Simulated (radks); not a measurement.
Results of a calculation; reference values are marked as such.
Spherical quantum dot in the effective-mass picture: electrons in a hard-walled sphere of radius 1.79, with a point charge +1 (a donor) at the centre, all in effective atomic units (hartree* = m*/eps^2 hartree, bohr* = eps/m* bohr), one dielectric constant everywhere. Level of theory: non-relativistic Kohn-Sham, LDA (Slater exchange, Perdew-Wang correlation), spin-polarised, spherical densities (a radial shooting solver with Libxc functionals). Levels are named by radial order and angular momentum (1s, 1p, 1d, 2s, ...), and open shells are averaged over m.

N = 5, configuration 1s2 1p(up 3, down 0). This is the lowest configuration that the search found. Occupied and some empty levels:

level,occupation,eigenvalue (hartree*),<r> (bohr*)
1s up,1,3.9440,0.8780
1s down,1,4.1693,0.8707
1p up,3,5.6050,1.074
1p down,0,5.8555,1.074
1d up,0,7.5804,1.171
1d down,0,7.8300,1.173
2s up,0,8.1524,0.8714
2s down,0,8.3216,0.8754
1f up,0,9.9636,1.237
1f down,0,10.207,1.239

Energy (hartree*): total 14.7031, kinetic 12.615, external -5.9624, Hartree 11.228, exchange-correlation -3.1770.
